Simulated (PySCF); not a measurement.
SMILES FCC(F)(F)F, PBE/def2-SVP optimised geometry. Atoms within 1.6 Å of the plane z = 0.0 Å (x, y, z in Å): F1 (1.25, 0.53, 1.12), C2 (0.77, -0.10, 0.00), C3 (-0.75, -0.10, 0.00), F4 (-1.25, 1.15, 0.00), F5 (-1.25, -0.74, 1.07), F6 (-1.19, -0.73, -1.12), H7 (1.12, -1.15, -0.03), H8 (1.12, 0.43, -0.91).

Level of theory: PBE/def2-TZVP run with PySCF. Cells within 0.4 Å of a nucleus heavier than hydrogen are left out (blank, or x).

Map of the deformation density (molecule minus spherical neutral atoms) (e/bohr³) on the plane z = 0.0 Å:

```
|22222222222222222222222222222|
|22222222222222222222222222222|
|22222222222222222222222222222|
|22222222222222222222222222222|
|22222222222222222222222222222|
|22222222222222222222222222222|
|22222222222222222222222222222|
|22222222112222222222222222222|
|222222220x5322222222222222222|
|22222224xxx422222222222222222|
|22222234xxx222222222222222222|
|22222223202322211122222222222|
|22222222346422321122222222222|
|22222222224x45554x32122222222|
|2222222111xxx998xxx1112222222|
|2222222111xxx887xxx3122222222|
|22222221111124544885322222222|
|22222222111002234797422222222|
|22222222211111223698322222222|
|22222222222222222465222222222|
|22222222222222222222222222222|
|22222222222222222222222222222|
|22222222222222222222222222222|
|22222222222222222222222222222|
|22222222222222222222222222222|
|22222222222222222222222222222|
|22222222222222222222222222222|
|22222222222222222222222222222|
|22222222222222222222222222222|
```
Scale: ten equal steps from -0.041 (start of '0') to 0.107 (end of '9'), in the order '0123456789'; x runs from -3.50 to 3.50, y from -3.50 (bottom) to 3.50 (top).
